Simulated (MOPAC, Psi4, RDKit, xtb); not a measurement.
Internal rotation in SMILES N#Cc1cccc(O)c1. Scanned: dihedral C6–C7–O8–H13; all other coordinates were relaxed at GFN2-xTB. Points at φ and −φ are mirror images. Heavy atoms are numbered in the order of the SMILES N#Cc1cccc(O)c1, hydrogens after them in the order of the atoms that carry them; the mirror image has the same energies with the sign of each dihedral reversed.

Levels of theory: PM7, restricted, heats of formation // GFN2-xTB (MOPAC); GFN1-xTB // GFN2-xTB (xtb); MMFF94 // GFN2-xTB (RDKit); PBE-D3(BJ)/def2-SVP // GFN2-xTB (Psi4).

Energies relative to the lowest point of each profile, in eV; the last columns give the difference from PBE-D3(BJ):

```tsv
φ / °	PM7	GFN1-xTB	MMFF94	PBE-D3(BJ)/def2-SVP	PM7 − PBE-D3(BJ)/def2-SVP	GFN1-xTB − PBE-D3(BJ)/def2-SVP	MMFF94 − PBE-D3(BJ)/def2-SVP
-160	0.018	0.024	0.037	0.029	-0.011	-0.005	0.009
-140	0.061	0.083	0.087	0.102	-0.041	-0.019	-0.015
-120	0.107	0.148	0.148	0.185	-0.078	-0.037	-0.037
-100	0.133	0.190	0.189	0.240	-0.107	-0.050	-0.050
-80	0.128	0.188	0.186	0.236	-0.108	-0.049	-0.050
-60	0.098	0.144	0.138	0.178	-0.081	-0.034	-0.040
-40	0.056	0.082	0.072	0.099	-0.043	-0.017	-0.028
-20	0.022	0.028	0.019	0.035	-0.013	-0.006	-0.015
0	0.009	0.007	0.000	0.010	-0.001	-0.003	-0.010
20	0.022	0.028	0.019	0.035	-0.013	-0.006	-0.015
40	0.056	0.082	0.072	0.099	-0.043	-0.017	-0.028
60	0.098	0.144	0.138	0.178	-0.081	-0.034	-0.040
80	0.128	0.188	0.186	0.236	-0.108	-0.049	-0.050
100	0.133	0.190	0.189	0.240	-0.107	-0.050	-0.050
120	0.107	0.148	0.148	0.185	-0.078	-0.037	-0.037
140	0.061	0.083	0.087	0.102	-0.041	-0.019	-0.015
160	0.018	0.024	0.037	0.029	-0.011	-0.005	0.009
180	0.000	0.000	0.019	0.000	0.000	0.000	0.019
```

PM7 is furthest from PBE-D3(BJ)/def2-SVP at -80 (-0.108 eV, below); its mean absolute difference over the points is 0.054 eV.

GFN1-xTB is furthest from PBE-D3(BJ)/def2-SVP at -100 (-0.050 eV, below); its mean absolute difference over the points is 0.024 eV.

MMFF94 is furthest from PBE-D3(BJ)/def2-SVP at -100 (-0.050 eV, below); its mean absolute difference over the points is 0.029 eV.
